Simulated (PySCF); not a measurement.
These are PySCF with PBE-D3(BJ)/def2-TZVP // PBE0-D3(BJ)/def2-SVP values and carry that method's errors. All species are isolated molecules in the gas phase. One relaxed conformer stands for a flexible species; it need not be the lowest. Excitations are Tamm–Dancoff values on a coarser integration grid. The basis has no diffuse functions, so Rydberg states are missing or too high.

Reference species (SMILES): `Bc1c(C#C)ccc2ccsc12` (neutral, multiplicity 1).

| Property | Result |
|---|---|
| T1 excitation (TDA) | 2.23 eV |
| brightest of the four lowest singlets (TDA) | 4.29 eV |
| S1 oscillator strength | 0.038 |

Changed species: `Bc1cc(C#C)cc2sccc12`.

Task: Give the shifts of the T1 excitation (TDA), brightest of the four lowest singlets (TDA) and S1 oscillator strength.

Result: the T1 excitation (TDA) goes up by 0.14 eV, to 2.37 eV; the brightest of the four lowest singlets (TDA) falls by 1.25 eV, to 3.04 eV; the S1 oscillator strength rises by 0.040, to 0.078.
